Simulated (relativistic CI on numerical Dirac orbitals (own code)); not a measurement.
Cr3+ in a cubic cluster: 3s photoemission with charge transfer

Computed with a charge-transfer multiplet model of a cubic metal-ligand cluster with up to 2 ligand holes, Slater and spin-orbit integrals from Dirac-Coulomb-Breit ions, Slater integrals scaled by 0.7. The ground state mixes d3 with configurations of k ligand holes L, whose averages lie at kΔ + k(k − 1)U_dd/2; a core hole lowers each added d electron by U_cd. 20 K, Lorentzian 1.4 eV and Gaussian 0.8 eV FWHM.

Atomic integrals in eV (Slater integrals scaled, ζ unscaled), ground: F2dd 7.502, F4dd 4.697, zeta_d 0.033; with the core hole: F2dd 8.242, F4dd 5.192, zeta_d 0.040, G2cd 8.237.

Cluster parameters (eV): Δ = 1.9, U_dd = 5.1, U_cd = 5.7, 10Dq = 1.85, 10Dq(ligand) = 0.6, final-state hopping factor = 1.

| Case | n_d | d3 | d4L | d5L2 | S |
| --- | --- | --- | --- | --- | --- |
| V(eg) = 2.65 eV, V(t2g) = -1.44 eV | 3.70 | 0.40 | 0.49 | 0.10 | 1.50 |
| V(eg) = 2.95 eV, V(t2g) = -1.6 eV | 3.73 | 0.38 | 0.50 | 0.12 | 1.50 |
| V(eg) = 3.55 eV, V(t2g) = -1.93 eV | 3.78 | 0.35 | 0.51 | 0.14 | 1.50 |

Weights, n_d and S are thermal averages at 20 K. Binding energies count from the first peak over 30 % of the highest in each spectrum, which can be another peak from case to case. The parameters are a model scan and need not match a compound or its usual spin state. Peaks in eV (height, largest 100):
- V(eg) = 2.65 eV, V(t2g) = -1.44 eV: 0.0 (100), 4.9 (30), 6.7 (38), 7.7 (39), 11.4 (12), 18.3 (7)
- V(eg) = 2.95 eV, V(t2g) = -1.6 eV: 0.0 (100), 5.3 (34), 6.8 (39), 12.6 (9), 19.4 (6)
- V(eg) = 3.55 eV, V(t2g) = -1.93 eV: 0.0 (100), 5.7 (42), 11.5 (5), 14.8 (6)

For the case V(eg) = 2.95 eV, V(t2g) = -1.6 eV, Δ = 1.9 eV is smaller than U_dd = 5.1 eV, the charge-transfer side of the Zaanen-Sawatzky-Allen scheme. With the core hole the average of the configuration with one ligand hole lies at Δ − U_cd = -3.8 eV before mixing: the effective hopping of about 6.1 eV (from the holes of the mixed ground state) is comparable with this gap or larger, so the configurations mix strongly.

With at most 2 ligand holes the space is cut while the next configuration still counts, so covalency is underestimated, and a final configuration with one more ligand hole, which can lie low, is missing from the spectra.

Without intra-shell correlation the exchange splitting of the 3s hole comes out too large.
